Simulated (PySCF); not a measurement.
## Correlation energy of Sb (antimony, neutral)

[Kr] 4d10 5s1 5p4, high-spin 4P determinant (an excited configuration). Computed with PySCF 2.14 in x2c-TZVPPall with one added diffuse shell each of s, p, d, f type (9s7p5d3f, 76 functions), with scalar relativity by spin-free X2C-1e. Frozen: [Ar] 3d10; 23 electrons correlated.

MP2 pair energies summed by pair of shells (mhartree):

```tsv
pair	energy	share (%)
4d-4d	-152.49	40.2
4d-5p	-65.47	17.3
5p-5p	-49.89	13.1
4p-4d	-45.43	12.0
4d-5s	-14.99	3.9
4p-4p	-14.51	3.8
4s-4d	-11.04	2.9
5s-5p	-8.10	2.1
4s-4p	-7.30	1.9
4p-5p	-5.16	1.4
4p-5s	-2.84	0.7
4s-4s	-1.40	0.4
4s-5p	-0.60	0.2
4s-5s	-0.28	0.1
```

Total MP2 correlation energy: -379.50 mhartree.

Same-spin part -138.16 and opposite-spin part -241.34 mhartree; SCS-MP2 scales them by 1/3 and 6/5 to -335.67 mhartree.

This basis was not built for core-valence correlation, so the inner-shell part is incomplete.
